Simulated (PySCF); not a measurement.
H6NSi2, doublet, at a GFN2-xTB geometry; CAMB3LYP/3-21G (PySCF).

Input for PySCF:
```python
from pyscf import gto, scf, dft

mol = gto.M(
    atom='''
Si    1.667041   -0.215645    0.063409
N     0.000000    0.000000    0.000000
Si   -1.667041    0.215645   -0.063409
H     2.071340   -1.106991   -1.032411
H     2.319730    1.092646   -0.082019
H     2.018212   -0.814746    1.358220
H    -2.290779   -0.603350    0.984911
H    -2.148902   -0.203873   -1.386509
H    -1.969601    1.636313    0.157808
''',
    basis='3-21g',
    charge=0,
    spin=1,
    verbose=4,
)

mf = dft.UKS(mol)
mf.xc = 'camb3lyp'
mf.kernel()
```

Output, abridged:

```
PySCF version 2.14.0

[INPUT] verbose = 4
[INPUT] num. atoms = 9
[INPUT] num. electrons = 41
[INPUT] charge = 0
[INPUT] spin (= nelec alpha-beta = 2S) = 1
[INPUT] symmetry False subgroup None
[INPUT] Mole.unit = angstrom
[INPUT] Symbol           X                Y                Z      unit          X                Y                Z       unit  Magmom
[INPUT]  1 Si     1.667041000000  -0.215645000000   0.063409000000 AA    3.150250928421  -0.407509990132   0.119825643833 Bohr   0.0
[INPUT]  2 N      0.000000000000   0.000000000000   0.000000000000 AA    0.000000000000   0.000000000000   0.000000000000 Bohr   0.0
[INPUT]  3 Si    -1.667041000000   0.215645000000  -0.063409000000 AA   -3.150250928421   0.407509990132  -0.119825643833 Bohr   0.0
[INPUT]  4 H      2.071340000000  -1.106991000000  -1.032411000000 AA    3.914265310857  -2.091909812358  -1.950974037988 Bohr   0.0
[INPUT]  5 H      2.319730000000   1.092646000000  -0.082019000000 AA    4.383654382937   2.064801691102  -0.154993447011 Bohr   0.0
[INPUT]  6 H      2.018212000000  -0.814746000000   1.358220000000 AA    3.813867941311  -1.539646801085   2.566663816907 Bohr   0.0
[INPUT]  7 H     -2.290779000000  -0.603350000000   0.984911000000 AA   -4.328944921905  -1.140166257256   1.861212047071 Bohr   0.0
[INPUT]  8 H     -2.148902000000  -0.203873000000  -1.386509000000 AA   -4.060836248530  -0.385264134193  -2.620122279245 Bohr   0.0
[INPUT]  9 H     -1.969601000000   1.636313000000   0.157808000000 AA   -3.722006464669   3.092183424065   0.298213900265 Bohr   0.0

nuclear repulsion = 144.623785293737
number of shells = 31
number of NR pGTOs = 87
number of NR cGTOs = 47
basis = 3-21g
ecp = {}

******** <class 'pyscf.dft.uks.UKS'> ********
method = UKS
initial guess = minao
damping factor = 0
level_shift factor = 0
DIIS = <class 'pyscf.scf.diis.CDIIS'>
diis_start_cycle = 1
diis_space = 8
diis_damp = 0
SCF conv_tol = 1e-09
SCF conv_tol_grad = None
SCF max_cycles = 50
direct_scf = True
direct_scf_tol = 1e-13
number electrons alpha = 21  beta = 20
XC library pyscf.dft.libxc version 7.1.2
    S. Lehtola, C. Steigemann, M. J. T. Oliveira, and M. A. L. Marques,  SoftwareX 7, 1–5 (2018)
XC functionals = camb3lyp
    T. Yanai, D. P. Tew, and N. C. Handy,  Chem. Phys. Lett. 393, 51 (2004)
radial grids:
    Treutler-Ahlrichs [JCP 102, 346 (1995); DOI:10.1063/1.469408] (M4) radial grids

becke partition: Becke, JCP 88, 2547 (1988); DOI:10.1063/1.454033
pruning grids: <function nwchem_prune>
grids dens level: 3
symmetrized grids: False
atomic radii adjust function: <function treutler_atomic_radii_adjust>
small_rho_cutoff = 0
Set gradient conv threshold to 3.16228e-05
tot grids = 111112
init E= -633.400148576825

cycle= 1 E= -633.793367142104  delta_E= -0.393  |g|= 0.265  |ddm|= 1.81
cycle= 2 E= -633.789510672427  delta_E= 0.00386  |g|= 0.339  |ddm|= 0.618
cycle= 3 E= -633.843917250153  delta_E= -0.0544  |g|= 0.0255  |ddm|= 0.368
cycle= 4 E= -633.8454500807  delta_E= -0.00153  |g|= 0.00949  |ddm|= 0.0657
cycle= 5 E= -633.845674024248  delta_E= -0.000224  |g|= 0.003  |ddm|= 0.0296
cycle= 6 E= -633.845697709714  delta_E= -2.37e-05  |g|= 0.00104  |ddm|= 0.0101
cycle= 7 E= -633.84569975516  delta_E= -2.05e-06  |g|= 0.00028  |ddm|= 0.00376
cycle= 8 E= -633.845699933836  delta_E= -1.79e-07  |g|= 6.09e-05  |ddm|= 0.00112
cycle= 9 E= -633.84569993918  delta_E= -5.34e-09  |g|= 1.17e-05  |ddm|= 0.000162
cycle= 10 E= -633.845699939482  delta_E= -3.02e-10  |g|= 3.04e-06  |ddm|= 3.46e-05
Extra cycle  E= -633.845699939503  delta_E= -2.07e-11  |g|= 1.53e-06  |ddm|= 8.01e-06
converged SCF energy = -633.845699939503  <S^2> = 0.75460922  2S+1 = 2.0046039
```
